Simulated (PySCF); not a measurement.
**Ionisation energy of K by level of theory**

K [Ar] 4s1 (2S) → K⁺ [Ar] (1S), as a difference of total energies. Calculation: PySCF 2.14, in Sapporo-DKH3-DZP-2012 (6s5p1d, 26 functions); scalar relativity by spin-free X2C-1e. The calculations carry no spin-orbit coupling.

```csv
method,ionisation energy (eV)
UHF,4.023
M06-L,3.704
B3LYP,4.516
```

For comparison: 4.341 eV (measured; NIST Atomic Spectra Database, ionization energies).
